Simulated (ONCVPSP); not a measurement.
# Varying the ONCV potential for hafnium (Hf)

Base potential:

- Element: hafnium (Hf)
- Generator: ONCVPSP 4.0.1
- Type: optimised norm-conserving Vanderbilt (ONCV)
- Functional: LDA (Perdew-Zunger)
- Relativity: scalar-relativistic
- Frozen core: [Kr] 4d10
- Valence charge: 26
- Reference configuration: 4f14 5s2 5p6 5d2 6s2
- Partial waves: 5s+6s: rc 1.85 bohr, ncon 3, nbas 7, qcut 8.3 1/bohr, 3 projectors, debl 3 Ha; 5p: rc 1.30 bohr, ncon 4, nbas 7, qcut 5.3 1/bohr, 2 projectors, debl 0.6 Ha; 5d: rc 2.75 bohr, ncon 3, nbas 8, qcut 5.4 1/bohr, 3 projectors, debl 1.4 Ha; 4f: rc 1.20 bohr, ncon 4, nbas 9, qcut 13 1/bohr, 3 projectors, debl 1 Ha
- Local potential: polynomial inside 1.00 bohr (lpopt 1, dvloc0 0 Ha)
- Core correction: Teter function, fcfact 5.25, rcfact 1.25

In the p channel the program set the typed energies aside and used -1.312, 0.250 Ha.

Cutoffs, loose and tight: the cutoffs (Ha) at which the residual kinetic energy of the hardest occupied pseudo-wave falls to 1 and 0.1 mHa per electron. They do not see the model core or the augmentation charge, which bear on the density cutoff. Test errors are all-electron minus pseudo excitation energies from the reference, over the configurations 4f14 5s2 5p6 5d2 6s1; 4f14 5s2 5p6 5d2 6s0; 4f14 5s2 5p6 5d1 6s0; 4f14 5s2 5p5 5d2 6s2. A dash means not determined; rows that change the core or the reference have their own tests. The largest error is taken over the tests solved by every variant that gives reliable tests at all: 4f14 5s2 5p5 5d2 6s2; 4f14 5s2 5p6 5d2 6s0; 4f14 5s2 5p6 5d2 6s1.

A true bound ghost makes a file unfit for plane-wave use even where its test errors are small: the radial tests pick states by their node count and pass the ghost by.

| change | outcome | cutoff, loose | cutoff, tight | bound ghosts | GHOST(+) flags above zero | largest test error (meV) |
| --- | --- | --- | --- | --- | --- | --- |
| base | generated, projector energies reset by the program | 81 Ha | 174 Ha | none | s | -65 |
| functional PBE | generated, projector energies reset by the program | 81 Ha | 174 Ha | none | s | -65 |
| local potential polynomial inside 0.90 bohr (lpopt 4, dvloc0 0 Ha) | generated, projector energies reset by the program | 81 Ha | 174 Ha | none | s, p | -65 |
| f: nproj 1 | generated, projector energies reset by the program | 81 Ha | 174 Ha | none | s | -65 |
| core correction Teter function, fcfact 6.5, rcfact 1.25 | generated, projector energies reset by the program | 81 Ha | 174 Ha | none | s | -65 |
| core correction Teter function fitted to the true core (icmod 2), fcfact 0.7 | generated, projector energies reset by the program | 81 Ha | 174 Ha | none | s | -65 |

Q: What comes out with this change to the base: s: qcut 8.5; p: qcut 5.5; d: qcut 5.6; f: qcut 13.4?

A: outcome: generated, projector energies reset by the program; cutoff, loose: 83 Ha; cutoff, tight: 108 Ha; bound ghosts: none; GHOST(+) flags above zero: s; largest test error (meV): -61.

Q: What comes out with this change to the base: core [Kr] 4d10 4f14, valence charge 12; reference 5s2 5p6 5d2.5 6s1.5; waves now 5s+6s: rc 1.85 bohr, ncon 4, nbas 7, qcut 5 1/bohr, 2 projectors; 5p: rc 1.25 bohr, ncon 3, nbas 6, qcut 7.4 1/bohr, 2 projectors, debl 3.8 Ha; 5d: rc 2.40 bohr, ncon 3, nbas 8, qcut 5.4 1/bohr, 2 projectors, debl 1.4 Ha; local potential polynomial inside 0.90 bohr (lpopt 5, dvloc0 0 Ha)?

A: outcome: generated; cutoff, loose: 26 Ha; cutoff, tight: 66 Ha; bound ghosts: s; GHOST(+) flags above zero: p, d; largest test error (meV): -6.8.
